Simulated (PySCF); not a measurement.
FHSeZn, SMILES [F][Zn][SeH].

Geometry: B3LYP-D3(BJ)/def2-TZVP. One conformer was computed; it need not be the lowest.

These are PBE0/def2-TZVPD (PySCF) values and carry that method's errors.

Symmetry labels are those of the subgroup Cs that the program uses (full group Cs).

Computed valence orbital energies around the gap with their symmetry:
| orbital | symmetry | energy (eV) |
|---|---|---|
| HOMO−7 | A" | -15.51 |
| HOMO−6 | A' | -15.51 |
| HOMO−5 | A' | -11.31 |
| HOMO−4 | A' | -11.19 |
| HOMO−3 | A" | -10.36 |
| HOMO−2 | A' | -10.33 |
| HOMO−1 | A' | -9.22 |
| HOMO | A" | -7.49 |
| LUMO | A' | -1.63 |
| LUMO+1 | A' | -0.75 |
| LUMO+2 | A" | -0.24 |
| LUMO+3 | A' | -0.13 |
